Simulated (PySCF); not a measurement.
Parent: `[CH:1]1=[CH:2][C:3]2([CH:4]=[CH:5]1)[CH:6]=[CH:7][CH:8]=[CH:9]2`, C9H8.

Computed with PBE0-D3(BJ)/def2-SVP geometry optimisation, gas phase (PySCF). One conformer each, not checked by frequencies here.

```tsv
coordinate of the parent	value
C1=C2	1.347 Å
C2–C3	1.513 Å
C3–C4	1.513 Å
C4=C5	1.347 Å
C3–C6	1.513 Å
C6=C7	1.347 Å
C7–C8	1.467 Å
C8=C9	1.347 Å
C1–C5	1.467 Å
C3–C9	1.513 Å
C2–C1–C5	109.2°
C1–C2–C3	109.7°
C2–C3–C4	102.2°
C2–C3–C6	113.2°
C2–C3–C9	113.2°
C4–C3–C6	113.2°
C4–C3–C9	113.3°
C6–C3–C9	102.2°
C3–C4–C5	109.7°
C1–C5–C4	109.2°
C3–C6–C7	109.7°
C6–C7–C8	109.2°
C7–C8–C9	109.2°
C3–C9–C8	109.7°
```

**Question.** How does the shared frame change in `[Cl:1][C:2]1=[CH:3][CH:4]=[CH:5][C:6]12[CH:7]=[CH:8][CH:9]=[CH:10]2`, C9H7Cl? Atoms pair as C1 = C3, C2 = C2, C3 = C6, C4 = C5, C5 = C4, C6 = C7, C7 = C8, C8 = C9, C9 = C10 (parent first).

**Answer.** 
| parent | relative | value in the relative | change |
| --- | --- | --- | --- |
| C1=C2 | C3=C2 | 1.347 Å | 0.000 |
| C2–C3 | C2–C6 | 1.514 Å | +0.001 |
| C3–C4 | C6–C5 | 1.513 Å | 0.000 |
| C4=C5 | C5=C4 | 1.347 Å | 0.000 |
| C3–C6 | C6–C7 | 1.512 Å | -0.001 |
| C6=C7 | C7=C8 | 1.346 Å | -0.001 |
| C7–C8 | C8–C9 | 1.468 Å | +0.001 |
| C8=C9 | C9=C10 | 1.346 Å | -0.001 |
| C1–C5 | C3–C4 | 1.465 Å | -0.002 |
| C3–C9 | C6–C10 | 1.512 Å | -0.001 |
| C2–C1–C5 | C2–C3–C4 | 108.0° | -1.2 |
| C1–C2–C3 | C3–C2–C6 | 110.9° | +1.2 |
| C2–C3–C4 | C2–C6–C5 | 101.4° | -0.8 |
| C2–C3–C6 | C2–C6–C7 | 113.3° | +0.1 |
| C2–C3–C9 | C2–C6–C10 | 113.4° | +0.2 |
| C4–C3–C6 | C5–C6–C7 | 113.4° | +0.2 |
| C4–C3–C9 | C5–C6–C10 | 113.4° | +0.1 |
| C6–C3–C9 | C7–C6–C10 | 102.5° | +0.3 |
| C3–C4–C5 | C6–C5–C4 | 109.7° | 0.0 |
| C1–C5–C4 | C3–C4–C5 | 110.0° | +0.8 |
| C3–C6–C7 | C6–C7–C8 | 109.4° | -0.3 |
| C6–C7–C8 | C7–C8–C9 | 109.3° | +0.1 |
| C7–C8–C9 | C8–C9–C10 | 109.4° | +0.2 |
| C3–C9–C8 | C6–C10–C9 | 109.4° | -0.3 |

No shared bond changes by more than 0.004 Å. Bonds of the relative outside the shared frame: Cl1–C2 1.709 Å. Point group D2d → Cs.

**Question.** How does the shared frame change in `[CH3:1][S:2][C:3]1=[CH:4][CH:5]=[CH:6][C:7]12[CH:8]=[CH:9][CH:10]=[CH:11]2` with C1–S2–C3–C4 0°, C10H10S? Atoms pair as C1 = C4, C2 = C3, C3 = C7, C4 = C6, C5 = C5, C6 = C8, C7 = C9, C8 = C10, C9 = C11 (parent first).

**Answer.** 
```csv
parent,relative,value in the relative,change
C1=C2,C4=C3,1.357 Å,+0.010
C2–C3,C3–C7,1.522 Å,+0.009
C3–C4,C7–C6,1.514 Å,+0.001
C4=C5,C6=C5,1.347 Å,0.000
C3–C6,C7–C8,1.512 Å,-0.001
C6=C7,C8=C9,1.346 Å,-0.001
C7–C8,C9–C10,1.468 Å,+0.001
C8=C9,C10=C11,1.346 Å,-0.001
C1–C5,C4–C5,1.463 Å,-0.004
C3–C9,C7–C11,1.513 Å,0.000
C2–C1–C5,C3–C4–C5,108.8°,-0.4
C1–C2–C3,C4–C3–C7,109.6°,-0.1
C2–C3–C4,C3–C7–C6,102.1°,-0.1
C2–C3–C6,C3–C7–C8,113.8°,+0.6
C2–C3–C9,C3–C7–C11,113.5°,+0.3
C4–C3–C6,C6–C7–C8,112.9°,-0.3
C4–C3–C9,C6–C7–C11,112.5°,-0.8
C6–C3–C9,C8–C7–C11,102.5°,+0.3
C3–C4–C5,C7–C6–C5,109.5°,-0.2
C1–C5–C4,C4–C5–C6,110.0°,+0.8
C3–C6–C7,C7–C8–C9,109.4°,-0.3
C6–C7–C8,C8–C9–C10,109.4°,+0.2
C7–C8–C9,C9–C10–C11,109.2°,0.0
C3–C9–C8,C7–C11–C10,109.5°,-0.2
```

Of the parent's bonds, C1–C2 and C2–C3 change most and about equally (+0.009 to +0.010 Å). Bonds of the relative outside the shared frame: C1–S2 1.799, S2–C3 1.735 Å. Point group D2d → Cs.
